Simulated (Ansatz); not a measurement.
A structure relaxed at PBE0-D4/def2-SVPD in Ansatz, charge -1, doublet:

Cartesian coordinates in Å:
```
Au 0.946 0.952 1.903
Au -0.945 -0.952 -1.903
Au 0.332 -1.281 0.476
Au -0.333 1.281 -0.476
```

(1) Give its formula and point group.

(2) Summarise the bond lengths by kind (pairs closer than 1.2 times the sum of covalent radii, bridged metal pairs left out).

Answers

(1) Au4⁻. Point group D2h (tolerance 0.1 Å).

(2) 5 × Au–Au 2.72 to 2.81 Å.

In the def2 sets Au takes a core potential; there is no spin–orbit coupling. The relaxation made no stability test and no search for a lower SCF solution. No other spin state of charge -1 was run. Another isomer (doublet) lies 0.05 eV lower at PBE0-D4/def2-TZVPD; other spin states weren't run for this one.
